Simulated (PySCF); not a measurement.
Compound: C2H8Ge2N2.
Geometry (PBE0-D3(BJ)/def2-SVP, Å), atoms numbered from 1 in this order:
```
atom  x, y, z in Å
N1    -1.1536    0.5150    2.3792
C2    -1.5441    0.0284    1.4018
C3    -1.9453   -0.5480    0.1394
Ge4   -0.6015   -0.0579   -1.2504
N5     1.0794   -0.4294   -0.6708
Ge6    2.1146    0.5665    0.4851
H7    -2.9407   -0.1795   -0.1536
H8    -1.9938   -1.6444    0.2238
H9    -0.9057   -0.8932   -2.5076
H10   -0.7355    1.4536   -1.4932
H11    1.4333   -1.3515   -0.9049
H12    2.1622   -0.0562    1.8925
H13    1.4818    1.9648    0.5221
H14    3.5477    0.6313   -0.0856
```

The closed-shell ground state was solved at several levels (PySCF, density fitting, gas phase). Relativistic effects, spin–orbit coupling among them, are left out although an element past zinc is present.

```tsv
level	basis functions	HOMO (eV)	LUMO (eV)	gap (eV)	dipole (D)
PBE0/pcSseg-1	190	-7.22	0.14	7.36	4.01
wB97X-D/def2-SVPD	220	-9.09	1.47	10.56	4.04
B97-2/pcSseg-1	190	-6.96	0.14	7.10	3.99
```

(1) Estimate the row for B3LYP/pcJ-1 (pcSseg-1 on Ge), a basis of 270 functions; the other rows only guide the guess.

(2) Over all these levels, which gives the widest orbital gap and which the narrowest?

(3) How far do the dipole and the HOMO energy spread over the levels?

## Answers

(1) HOMO -6.96 eV, LUMO -0.05 eV, gap 6.91 eV, dipole 4.02 D.

(2) wB97X-D/def2-SVPD (range-separated hybrid) has the widest, 10.56 eV, and B3LYP/pcJ-1 (pcSseg-1 on Ge) (global hybrid, 20 % exact exchange) the narrowest, 6.91 eV. Functional and basis both differ between the two, so the spread mixes both effects.

(3) The dipole runs from 3.99 to 4.04 D (mean 4.01 D) and the HOMO from -9.09 to -6.96 eV.

One conformer stands for the species.
